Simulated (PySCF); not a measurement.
**Spinor energies of Pd¹²⁺ (palladium, charge +12)**

Start: [Ar] 3d10 4s2 4p4; 4p1/2 filled at m_j = -1/2, +1/2; 4p3/2 filled at m_j = +1/2, +3/2. Calculated with PySCF 2.14 in an even-tempered Gaussian basis (18 s from 0.5 bohr⁻², ratio 2.8; 14 p from 0.65 bohr⁻², ratio 2.8; 9 d from 1.1 bohr⁻², ratio 2.8; 4 f from 4.7 bohr⁻², ratio 3): generalised Hartree-Fock with the X2C-1e Hamiltonian and a Gaussian nucleus; spin-orbit coupling (SO) screened by Boettger's factors.

| spinor shell | electrons | ε, screened SO (eV) | weight of nominal j (screened SO) | rms radius, screened SO (bohr) |
| --- | --- | --- | --- | --- |
| 1s1/2 | 2 | -24742.3 | 1.000 | 0.0365 |
| 2s1/2 | 2 | -3923.9 | 1.000 | 0.150 |
| 2p1/2 | 2 | -3650.1 | 1.000 | 0.130 |
| 2p3/2 | 4 | -3488.2 | 1.000 | 0.135 |
| 3s1/2 | 2 | -953.41 | 1.000 | 0.402 |
| 3p1/2 | 2 | -844.04 | 1.000 | 0.397 |
| 3p3/2 | 4 | -813.60 | 1.000 | 0.408 |
| 3d3/2 | 4 | -621.86 | 0.995 | 0.383 |
| 3d5/2 | 6 | -615.75 | 0.997 | 0.386 |
| 4s1/2 | 2 | -330.28 | 1.000 | 0.923 |
| 4p1/2 | 2 | -292.49 | 0.860 | 0.959 |
| 4p3/2 | 2 | -286.79 | 0.880 | 0.973 |

```csv
quantity,screened SO
E (hartree),-4996.22009
M_J,2
⟨J²⟩,6.010
⟨L²⟩,2.660
⟨S²⟩,1.687
```

Each row is a mean over spinors that exchange with the open shell spreads, by up to 10.555 eV (4s1/2).

Rows whose weight is well below 1 are mixtures of j = l ± 1/2: exchange outweighs spin-orbit coupling there, and the label is only the starting occupation.

Breit and QED terms are absent; they matter most for the inner s and p1/2 levels.

Densities and radii are taken from the X2C orbitals without a picture-change correction, which distorts them close to the nucleus.
